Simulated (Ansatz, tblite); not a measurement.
Cost and result up the ladder for AlGe20H32⁻, a doped nanocrystal cut from the lattice of germanium (Al on a surface site) (53 atoms). The state is a singlet with charge -1. Geometry: PBE-D4/def2-SVP.

Cartesian coordinates in Å:
```
Ge -4.3815 -0.5649 -1.0051
Ge -2.5758 2.9954 -0.3177
Ge -1.6802 1.7873 3.2537
Ge -1.4660 0.3500 -3.7057
Ge -0.5467 -0.4298 0.2110
Ge 0.3062 -2.9428 -2.7965
Ge 2.3930 0.3846 -2.4687
Ge 1.3146 3.1722 0.9003
Ge 2.1894 2.0844 4.6186
Ge 3.2646 -0.3020 1.5064
Ge 4.2480 -2.9044 -1.5693
Ge -3.6688 -0.6546 -3.3447
Ge -4.6867 1.7549 -0.2922
Ge -2.6761 -1.6315 0.3905
Ge -0.7955 1.8964 0.9650
Ge -0.0347 1.0817 4.9281
Ge 0.1668 -0.5832 -2.1335
Ge 1.1632 -1.5726 1.5509
Ge 2.1872 -4.2008 -1.8548
Ge 3.9554 -0.5767 -0.8416
Al 3.1160 2.0918 2.2825
H -5.7487 -1.3218 -0.8977
H -2.8587 4.4068 0.2897
H -2.1806 3.2295 -1.8074
H -2.9489 0.8726 3.2824
H -2.1883 3.2225 3.6122
H -1.5755 1.8976 -3.5862
H -1.0132 0.0349 -5.1679
H -1.0229 -3.6826 -2.4470
H 0.4359 -3.0005 -4.3532
H 2.3130 1.9351 -2.3678
H 2.8457 0.0409 -3.9259
H 0.8172 4.5745 1.4082
H 1.5391 3.4073 -0.6343
H 1.9847 3.5191 5.2255
H 3.0439 1.3563 5.7181
H 4.2794 -1.2568 2.2380
H 4.9893 -2.9489 -2.9464
H 5.1555 -3.6931 -0.5719
H -4.7406 0.0239 -4.2573
H -3.5905 -2.1474 -3.7928
H -5.7700 2.4281 -1.1967
H -5.2658 1.7434 1.1558
H -3.1704 -1.6467 1.8693
H -2.5131 -3.1195 -0.0518
H -0.6559 1.4176 6.3276
H 0.0264 -0.4763 4.8676
H 1.2900 -3.0286 0.9936
H 0.5923 -1.7158 2.9956
H 1.7589 -4.8213 -0.4939
H 2.4790 -5.4029 -2.8133
H 5.3449 0.0977 -1.1106
H 4.5554 2.8190 2.1616
```

Ansatz on 11 threads of AMD EPYC 7R13 on a shared host and a whole NVIDIA H100 80GB HBM3; xTB runs through tblite on one thread. Times are rough, summed over both states, and most runs start from the orbitals of an earlier one. PBE0-D4/def2-TZVP serves as the yardstick here, not as an exact answer. The other state is a triplet.

The xTB rows come from tblite. Single mean-field runs in def2-TZVP are fitted with def2-universal-jkfit.

xTB has no spin-polarisation term.

```
                         level  functions  vertical triplet (eV)  difference from PBE0-D4/def2-TZVP (eV)                    remarks
                      GFN2-xTB        221                   3.21                                   -0.94                          –
             PBE0-D4/def2-TZVP       1189                   4.15                                    0.00  HOMO above zero (triplet)
PBE-D4/def2-TZVP (with forces)       1189                   3.70                                   -0.45  HOMO above zero (triplet)
                      GFN1-xTB        253                   2.98                                   -1.17                          –
```

Problem. Estimate how long each takes.

Solution. GFN1-xTB 1.5 s; GFN2-xTB 1.5 s; PBE-D4/def2-TZVP (with forces) 31 s; PBE0-D4/def2-TZVP 58 s. On shared hardware such times vary by a factor of up to 3.
